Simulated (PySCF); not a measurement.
## [Ce(CO)]3+ at several levels of theory

Computed with PySCF 2.14.0 (density fitting, no spin-orbit coupling) at the geometry relaxed with BP86:

```xyz
3
[Ce(CO)]3+ (singlet in the valence; each metal's 4f electrons, 1 of them, lie in its core potential, out of spins and levels)
Ce    0.0000    0.0000   -0.6896
C     0.0000    0.0000    2.0320
O     0.0000    0.0000    3.1596
```

```
 level                                                 basis    state  HOMO (eV)  gap (eV)  charge on Ce1 (e)  population of f-type functions on Ce1 (polarisation alone where 4f lies in the core)  dipole about the centre of mass (D)  largest force component (eV/Å)
  BP86     Ce lcecp-1-SVP with ECP47, C def2-SVP, O def2-SVP  singlet     -26.32      4.71               2.66                                                                                  0.01                                 2.73                            0.01
   PBE                                              the same  singlet     -26.22      4.61               2.64                                                                                  0.01                                 2.66                            0.07
 TPSSh                                              the same  singlet     -26.98      5.96               2.70                                                                                  0.01                                 3.10                            1.26
 M06-L                                              the same  singlet     -26.40      5.43               2.73                                                                                  0.01                                 3.28                            1.57
r2SCAN                                              the same  singlet     -26.56      5.53               2.70                                                                                  0.01                                 3.16                            1.45
  BP86  Ce lcecp-1-TZVP with ECP47, C def2-TZVP, O def2-TZVP  singlet     -26.23      4.64               2.69                                                                                  0.01                                 2.64                            0.68
```

In the lcecp rows the 4f levels are missing from HOMO and gap, and the state counts the valence alone.

HOMO and gap are taken over both spins. Charges are Mulliken's, which hang on the basis. The relaxation used the grid (50, 194), these runs (75, 302) or, all-electron (x2c bases, spin-free X2C Hamiltonian), (99, 590).

Question: What does PBE0 with Ce def2-SVP with ECP28, C def2-SVP, O def2-SVP give here?

Answer: state doublet, HOMO (eV) -28.03, gap (eV) 4.45, charge on Ce1 (e) 2.67, population of f-type functions on Ce1 (polarisation alone where 4f lies in the core) 1.05, dipole about the centre of mass (D) 2.98, largest force component (eV/Å) 2.19. Time: 27 s on 2 threads of Intel(R) Xeon(R) Processor @ 2.50GHz (Skylake/Cascade Lake), with other jobs on the host, from free ions and atoms.

In the first row's basis the gap widens with exact exchange: 4.6 to 5.5 eV for PBE, BP86, M06-L, r2SCAN (none); 6.0 eV for TPSSh (a fixed share).

An lcecp potential fixes the number of 4f electrons, so in runs with it no electron can move into or out of that shell.

Rows with open f shells in the valence may stand above their lowest state, and their gaps can end on f levels.
